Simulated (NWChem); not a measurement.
The numbers come from NWChem runs, not from measurements. System: H2BBr, charge 1, spin multiplicity 2, at the geometry of a parent with another charge or spin, in a state set for the comparison that need not be this species' ground state. Its SCF solution wasn't tested for a lower state. Level: UPBE/aug-pcseg-1.

Job file:

```
start mol
memory heap 200 mb stack 900 mb global 1100 mb
charge 1
geometry units angstroms nocenter noautoz
  B      0.000000     0.000000     1.558949
  H     -1.058568     0.000000     2.122598
  H      1.058568     0.000000     2.122598
  Br     0.000000     0.000000    -0.343998
  symmetry group C2v
end
basis spherical
  * library aug-pcseg-1
end
dft
  xc xpbe96 cpbe96
  odft
  mult 2
  semidirect memsize 60000000 filesize 0
  iterations 100
end
task dft energy
```

Output (cleaned and shortened):

```
             Northwest Computational Chemistry Package (NWChem) 7.3.0
             --------------------------------------------------------

                                NWChem Input Module
                                -------------------

 Scaling coordinates for geometry "geometry" by  1.889725989
 (inverse scale =  0.529177249)

 Turning off AUTOSYM since
 SYMMETRY directive was detected!

                             Geometry "geometry" -> ""
                             -------------------------

 Output coordinates in angstroms (scale by  1.889725989 to convert to a.u.)

  No.       Tag          Charge          X              Y              Z
 ---- ---------------- ---------- -------------- -------------- --------------
    1 B                    5.0000     0.00000000     0.00000000     1.55894900
    2 H                    1.0000    -1.05856800     0.00000000     2.12259800
    3 H                    1.0000     1.05856800     0.00000000     2.12259800
    4 Br                  35.0000     0.00000000     0.00000000    -0.34399800

 Effective nuclear repulsion energy (a.u.)      67.1273683454

            Nuclear Dipole moment (a.u.)
            ----------------------------
        X                 Y               Z
 ---------------- ---------------- ----------------
     0.0000000000     0.0000000000     0.0000207870

      Symmetry information
      --------------------

 Group name             C2v
 Group number             16
 Group order               4
 No. of unique centers     3

      Symmetry unique atoms

     1    2    4


 Summary of "ao basis" -> "" (spherical)
 ------------------------------------------------------------------------------
       Tag                 Description            Shells   Functions and Types
 ---------------- ------------------------------  ------  ---------------------
 *                        aug-pcseg-1                 on all atoms

  pbe96 is a nonlocal functional; adding pw91lda local functional.

                                 NWChem DFT Module
                                 -----------------

 Summary of "ao basis" -> "ao basis" (spherical)
[...]
   Bfn.  Coefficient  Atom+Function         Bfn.  Coefficient  Atom+Function
  ----- ------------  ---------------      ----- ------------  ---------------
     3      0.949286  1 B  s                 59     -0.570021  4 Br pz
     4      0.528744  1 B  s                  7     -0.489970  1 B  pz
    46     -0.472282  4 Br s                 10     -0.441423  1 B  pz
    45     -0.365781  4 Br s                  2      0.318338  1 B  s
    56     -0.317221  4 Br pz                62     -0.272438  4 Br pz

   alpha - beta orbital overlaps
   -----------------------------

   alpha      1      2      3      4      5      6      7      8      9     10
    beta      1      2      3      4      5      6      7      8      9     10
 overlap   1.000  1.000  1.000  1.000  1.000  1.000  1.000  1.000  1.000  1.000

   alpha     11     12     13     14     15     16     17     18     19     20
    beta     11     12     13     14     15     16     17     19     18     20
 overlap   0.984  1.000  1.000  1.000  0.984  1.000  0.999  0.991  0.999  1.000

   alpha     21     22     23     24     25     26     27     28     29     30
    beta     21     22     23     24     26     25     28     27     29     30
 overlap   0.991  1.000  0.999  0.996  0.991  0.996  0.992  1.000  0.998  0.991

   alpha     31     32     33     34     35     36     37     38     39     40
    beta     31     32     33     34     35     36     37     38     39     40
 overlap   0.998  0.998  1.000  0.820  0.824  1.000  0.999  0.998  0.998  0.999

   alpha     41     42     43     44     45     46     47     48     49     50
    beta     41     42     43     44     45     46     47     48     49     50
 overlap   1.000  0.998  0.999  0.998  1.000  0.996  0.997  0.999  0.999  0.998

   alpha     51     52     53     54     55     56     57     58     59     60
    beta     52     51     53     54     55     57     56     58     59     60
 overlap   0.999  1.000  0.998  1.000  0.999  0.988  1.000  1.000  1.000  0.987

   alpha     61     62     63     64     65     66     67     68     69     70
    beta     61     62     63     64     65     66     67     68     69     70
 overlap   0.998  1.000  1.000  1.000  1.000  1.000  1.000  1.000  1.000  1.000

   alpha     71     72     73     74     75     76     77
    beta     71     72     73     74     75     76     77
 overlap   1.000  1.000  1.000  1.000  1.000  1.000  1.000

     --------------------------
     Expectation value of S2:
     --------------------------
      <S2> =      0.7519 (Exact =     0.7500)

 center of mass
 --------------
 x =   0.00000000 y =   0.00000000 z =  -0.12300611

 moments of inertia (a.u.)
 ------------------
         160.343005437260           0.000000000000           0.000000000000
           0.000000000000         168.408858704214           0.000000000000
           0.000000000000           0.000000000000           8.065853266955

     Multipole analysis of the density
     ---------------------------------

     L   x y z        total         alpha         beta         nuclear
     -   - - -        -----         -----         ----         -------
     0   0 0 0      1.000000    -21.000000    -20.000000     42.000000

     1   1 0 0      0.000000     -0.000000      0.000000      0.000000
     1   0 1 0     -0.000000     -0.000000     -0.000000      0.000000
     1   0 0 1      1.137875      0.247931      0.889923      0.000021

     2   2 0 0    -14.976878    -13.082922     -9.897184      8.003228
     2   1 1 0      0.000000     -0.000000      0.000000      0.000000
     2   1 0 1     -0.000000     -0.000000     -0.000000      0.000000
     2   0 2 0    -16.553867     -8.641481     -7.912386      0.000000
     2   0 1 1      0.000000      0.000000      0.000000      0.000000
     2   0 0 2     -9.344631    -52.724867    -46.982569     90.362805

 Task  times  cpu:        4.3s     wall:        4.3s

 Total times  cpu:        4.4s     wall:        4.4s
```
